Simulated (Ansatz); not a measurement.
`N[CH2][SnH3]` and `F[CH2][SnH3]` differ in one atom or group.

Ansatz, PBE0-D4/def2-TZVP geometries, multiplicity 1. Each molecule was computed in one conformer, which needn't be the lowest.

Elements past krypton have def2 core potentials.

| property | `N[CH2][SnH3]` |
| --- | --- |
| HOMO energy (PBE/def2-TZVPP) / eV | -5.40 |
| zero-point energy (PBE0-D4/def2-TZVP) / kJ/mol | 194.9 |
| size of the dipole moment (ωB97M-V/def2-TZVPP) / D | 1.67 |
| LUMO energy (PBE/def2-TZVPP) / eV | -0.42 |
| ideal-gas entropy at 298 K and 1 bar (rigid rotor, harmonic PBE0-D4/def2-TZVP) / J/(mol·K) | 323 |
| LUMO energy (PBE0/def2-TZVPP) / eV | 0.31 |

Give the same properties after the change, and the shifts. (Best estimate.)

Ansatz gave: 
```csv
property,`F[CH2][SnH3]`,shift
HOMO energy (PBE/def2-TZVPP) / eV,-6.71,-1.31
zero-point energy (PBE0-D4/def2-TZVP) / kJ/mol,129.4,-65.5
size of the dipole moment (ωB97M-V/def2-TZVPP) / D,1.51,-0.16
LUMO energy (PBE/def2-TZVPP) / eV,-0.62,-0.20
"ideal-gas entropy at 298 K and 1 bar (rigid rotor, harmonic PBE0-D4/def2-TZVP) / J/(mol·K)",318,-5
LUMO energy (PBE0/def2-TZVPP) / eV,0.11,-0.20
```

With PBE0 the HOMO falls by 1.25 eV and the LUMO falls by 0.20 eV, so the gap widens by about 1.05 eV. PBE moves the HOMO by -1.31 eV and ωB97M-V by -1.14 eV. The zero-point energy changes by -65.5 kJ/mol with -6 modes. Dipoles are sizes alone; their direction can turn.
